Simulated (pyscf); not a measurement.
Thermochemistry of product channels of O=Sn: [singlet] + GeH₂ [singlet] on the singlet surface, in kJ/mol, from CCSD(T)/def2-TZVPP + ΔMP2(QZVPP) energies (ideal gas, 1 atm, RRHO with modes under 100 cm⁻¹ raised to 100, one conformer, R ln 2 for chiral ones without a mode under 150 cm⁻¹). Optimised with ωB97X-D3(BJ)/def2-SVP in PySCF. Correlated levels are frozen-core, on RHF or UHF. ΔMP2 is the change of the MP2 total energy from the triple- to the quadruple-zeta basis.

```tsv
products	ΔE	ΔH(298 K)	ΔG(600 K)	ΔG(900 K)
O=Sn=GeH₂	-70.9	-65.5	+9.6	+45.2
O=SnH–GeH: [singlet]	+50.1	+52.9	+123.1	+155.6
```

The channel to O=Sn=GeH₂ turns unfavourable between 298 and 1200 K (ΔG from -27.7 kJ/mol to +79.6 kJ/mol).

These are energies of the channels, which say nothing of barriers. O=SnH–GeH: [singlet] may be a fragile minimum: a first optimisation, from another start, lost the drawn bonds. The CCSD(T) − MP2 part came from Ansatz, without density fitting, on the same reference. The largest closed-shell T1 diagnostic is 0.033, which may signal static correlation. The frozen core leaves the outer d or s,p core shells of the metals and heavy elements correlated in the MP2 and CC values, and def2-TZVPP describes them poorly, which can shift differences by a few kcal/mol. Elements up to Kr have no core potential and no relativistic terms here. Elements past Kr carry the def2 core potentials, without spin-orbit coupling.
